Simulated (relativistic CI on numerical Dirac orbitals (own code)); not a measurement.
# One change at a time: Tc²⁶⁺

Base calculation: Dirac-Coulomb-Breit CI, KLI orbitals optimised for each configuration, a model potential for QED, unscaled Slater integrals.

CI space (outside the closed core [Ne]): 3s²3p⁵, 3s3p⁶, 3s²3p⁴3d, 3s3p⁵3d, 3p⁶3d, 3s3p⁴3d², 3s²3p³3d4p, 3p⁶4s, 3s²3p⁴4s, 3s3p⁴3d4s, 3p⁶4p, 3s²3p⁴4p, 3s²3p⁴4d, 3s3p⁵4s, 3p⁵3d4p, 3s²3p⁴4f, 3s3p⁵4p, 3s3p⁵4d, 3s3p⁵4f, 3s²3p⁴5s, 3s²3p⁴5p, 3s²3p⁴5d, 3s²3p³4s4p, 3s²3p⁴5f, 3s²3p⁴5g, 3s3p⁴4s², 3s3p⁵5s, 3s3p⁵5p, 3s²3p³3d², 3s²3p²3d³, 3s3p³3d³, 3s²3p²3d²4s, 3s²3p²3d²4p, 3s²3p²3d²4d, 3p⁵3d², 3p⁴3d³, 3p⁴3d²4s, 3p⁴3d²4p, 3p⁴3d²4d, 3s²3p³3d4s, 3s3p³3d²4s, 3s²3p²3d4s², 3s²3p²3d4s4p, 3s²3p²3d4s4d, 3p⁵3d4s, 3p⁴3d4s², 3p⁴3d4s4p, 3p⁴3d4s4d, 3s²3p³4s², 3s3p³3d4s², 3s²3p²4s²4p, 3s²3p²4s²4d, 3s²3p³4p², 3s²3p²3d4p², 3s3p³3d4p², 3s²3p²4s4p², 3s²3p²4p³, 3s²3p²4p²4d. Double excitations out of closed p, d and f shells are left out; levels of such configurations are missing from the list, as are those of other unlisted configurations, and high levels can miss mixing partners. These lack a partner that the ground configuration has and come out too high: 3s²3p⁴4f, 3s3p⁵4p, 3s3p⁵4d, 3s3p⁵4f, 3s²3p⁴5s.

The lowest level and the first level of each name with at least 55 % of one term (blank where a level has no safe partner in the second run):

```tsv
Level	Base (cm⁻¹)	Shift (cm⁻¹)
3s²3p⁵ ²P°3/2	0	0
3s²3p⁵ ²P°1/2	209515	-406
3s3p⁶ ²S1/2	828640	+2876
3s²3p⁴3d ⁴D5/2	921354	+440
3s²3p⁴3d ⁴D7/2	944106	+378
3s²3p⁴3d ⁴F9/2	990449	+346
3s²3p⁴3d ⁴P1/2	1059385	+665
3s²3p⁴3d ⁴D1/2	1091603	+120
3s²3p⁴3d ²G9/2	1222154	-51
3s²3p⁴3d ²S1/2	1351332	+1125
3s3p⁵3d ⁴P°1/2	1710755	+4048
3s3p⁵3d ⁴P°3/2	1731558	+3921
3s3p⁵3d ⁴F°7/2	1795978	+3934
3s3p⁵3d ⁴F°9/2	1808134	+3936
3s²3p³3d² ⁶F°9/2	1926053	+879
3s²3p³3d² ⁶F°11/2	1940192	+649
3s²3p³3d² ⁴P°1/2	1986529	+1139
```

At this charge energies of transitions that change n are usually good to better than 1 %, and those within a shell (Δn = 0) to a few per cent.

Problem. One thing was changed in a second run, which moved the levels as shown. Which?
A. Breit term removed
B. valence Slater integrals scaled by 0.9
C. QED terms removed
D. configuration mixing switched off

Solution. C. QED terms removed. QED shifts follow the density of s (and p1/2) electrons at the nucleus, so configurations move by their count of such electrons; where none moves, the smaller shifts of p3/2 electrons and of j = l + 1/2 against j = l − 1/2 set the pattern.

LS names give the leading component of a level, which can be under half, so a name can repeat, a term be missing and a line seem to break the LS rules.
